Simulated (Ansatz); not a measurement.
`C[Si](C)(Cl)C#N` + HCl → `C[Si](C)(Cl)Cl` + `C#N` at 500 K and 1 bar (ligand exchange at the Si–C bond).

Gas-phase electronic energies from Ansatz, PBE0-D4/def2-TZVP geometries. CBS: MP2 limit from def2 TZ/QZ plus the TZ coupled-cluster correction, frozen cores. This one scheme is used for every species.

```tsv
species	CCSD(T)/CBS energy (Eh)	H − E (kJ/mol)	S (J/(mol·K))
`C[Si](C)(Cl)C#N`	-921.41227	277.7	458.0
HCl	-460.38127	32.5	201.9
`C[Si](C)(Cl)Cl`	-1288.49641	254.4	429.3
`C#N`	-93.32098	60.1	220.8
```

H − E and S are ideal-gas, rigid-rotor, harmonic terms from PBE0-D4/def2-TZVP. 1 Eh = 2625.50 kJ/mol, R = 8.31446 J/(mol·K).

Question: By hand: ΔE, ΔH, ΔS and ΔG.

Answer: ΔE = (-1288.49641) + (-93.32098) − (-921.41227) − (-460.38127) = -0.02385 Eh = -62.6 kJ/mol. Δ(H − E) = 254.4 + 60.1 − 277.7 − 32.5 = 4.3, so ΔH = -58.3 kJ/mol. ΔS = 429.3 + 220.8 − 458.0 − 201.9 = -9.8 J/(mol·K). ΔG = -58.3 − 500 × (-9.8)/1000 = -53.4 kJ/mol.

Question: By hand: the equilibrium constant, and the temperature at which ΔG would vanish if ΔH and ΔS stayed fixed.

Answer: log₁₀ K = −ΔG/(RT ln 10) = 5.6. ΔG = 0 at ΔH/ΔS = 5949 K, far beyond where these terms or the molecules hold.

The number of gas molecules stays the same, so ΔS is small and ΔH decides. A doubt of 5 kJ/mol in ΔE shifts log₁₀ K by 0.5 here. These are equilibria of isolated gas molecules and say nothing of rates. Largest T1 diagnostic: 0.014 (customary marks: 0.02 for closed shells, 0.045 for open ones).
